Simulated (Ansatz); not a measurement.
Input for Ansatz (development build ahead of 0.2.0):

```yaml
crystal:
  periodic: [false, false, false]
  atoms:
    - { symbol: P, position_ang: [0.0, 0.0, 0.0] }
    - { symbol: Be, position_ang: [0.0, 3.8894, 2.9844] }
    - { symbol: Mg, position_ang: [0.0, -4.7516, 3.646] }
basis:
  gaussian: { orbitals: pcseg-2 }
total_charge: 1
magnetization:
  spin_polarized: true
  initial_magnetization: 2
hamiltonian:
  xc: hf
```

The input is written out in the form of the current development build from the run's settings.

Output:

```
Converged                       : yes
Total energy                    : -554.64145 hartree
Spin squared of the determinant : 3.067
Stability test                  : minimum
```

Caution: the unrestricted determinant is a mixture of spin states; other spin multiplicities may lie lower.
